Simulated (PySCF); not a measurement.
Compound: C₁₂H₉F.
Atom-mapped SMILES: `[F:1][c:2]1[cH:3][cH:4][cH:5][cH:6][c:7]1-[c:8]1[cH:9][cH:10][cH:11][cH:12][cH:13]1`

Cartesian coordinates in Å at the PBE0-D3(BJ)/def2-SVP level; atoms count from 1:
```
atom  x, y, z in Å
F1    -0.6893    2.4707    0.3757
C2    -1.3558    1.3457    0.1076
C3    -2.7428    1.4020    0.0801
C4    -3.4704    0.2444   -0.1817
C5    -2.7980   -0.9549   -0.4111
C6    -1.4071   -0.9883   -0.3763
C7    -0.6439    0.1600   -0.1159
C8     0.8340    0.1014   -0.0637
C9     1.4738   -0.9882    0.5450
C10    2.8630   -1.0757    0.5782
C11    3.6416   -0.0727    0.0034
C12    3.0183    1.0177   -0.6016
C13    1.6296    1.1065   -0.6337
H14   -3.2300    2.3596    0.2723
H15   -4.5617    0.2832   -0.2079
H16   -3.3580   -1.8673   -0.6259
H17   -0.8821   -1.9251   -0.5764
H18    0.8709   -1.7676    1.0169
H19    3.3401   -1.9303    1.0640
H20    4.7318   -0.1388    0.0297
H21    3.6196    1.8083   -1.0569
H22    1.1529    1.9623   -1.1130
```

NICS = −σ at a ghost point: NICS(0) at the centroid of the ring atoms, NICS(1) 1 Å to either side along the normal of their mean plane, zz for the tensor component along that normal. Level: GIAO HF/pcSseg-1 (PySCF, non-relativistic, gas phase) on the PBE0-D3(BJ)/def2-SVP geometry, one conformer.

Ring bond lengths (Å): C2–C3 1.388, C3–C4 1.392, C4–C5 1.394, C5–C6 1.392, C6–C7 1.403, C7–C2 1.401; C8–C9 1.403, C9–C10 1.392, C10–C11 1.394, C11–C12 1.394, C12–C13 1.392, C13–C8 1.403.

What do the NICS probes read (ppm)?

| ring | type | NICS(0) | NICS(1), two faces | NICS(1)zz, two faces | rms pucker (Å) | centre to ring atoms, mean (Å) |
| --- | --- | --- | --- | --- | --- | --- |
| C2–C3–C4–C5–C6–C7 | 6-membered carbocycle; formal bonds all aromatic | -11.3 | -12.0 / -12.1 | -29.1 / -29.5 | 0.00 | 1.39 |
| C8–C9–C10–C11–C12–C13 | 6-membered carbocycle; formal bonds all aromatic | -9.7 | -11.9 / -12.1 | -30.1 / -30.2 | 0.00 | 1.40 |

What can be read from them?

- C2–C3–C4–C5–C6–C7: mean NICS(1)zz -29.3 ppm, shielded. For a flat ring without four-coordinate atoms the NICS criterion counts such a value as aromatic.
- C8–C9–C10–C11–C12–C13: mean NICS(1)zz -30.2 ppm, shielded. The ring is flat and has no four-coordinate atom; by the NICS criterion it is aromatic.

And the bond-length index? Use HOMA with the parameters of Krygowski (1993).

- C2–C3–C4–C5–C6–C7: HOMA 0.98 = 1 − EN − GEO, with mean bond length 1.395 Å, EN = α(Ropt − mean)² = 0.013 and GEO = α × variance = 0.007. The geometric and the magnetic index point the same way.
- C8–C9–C10–C11–C12–C13: HOMA 0.98 = 1 − EN − GEO, with mean bond length 1.396 Å, EN = α(Ropt − mean)² = 0.018 and GEO = α × variance = 0.006. The geometric and the magnetic index point the same way.

How do the values depend on the level or the medium?

```tsv
level	NICS(0), C2–C3–C4–C5–C6–C7	mean NICS(1)zz, C2–C3–C4–C5–C6–C7	NICS(0), C8–C9–C10–C11–C12–C13	mean NICS(1)zz, C8–C9–C10–C11–C12–C13
HF/pcSseg-1, gas	-11.3	-29.3	-9.7	-30.2
PBE0/pcSseg-1, gas	-9.7	-26.4	-8.2	-27.5
```

The geometry is the same throughout.
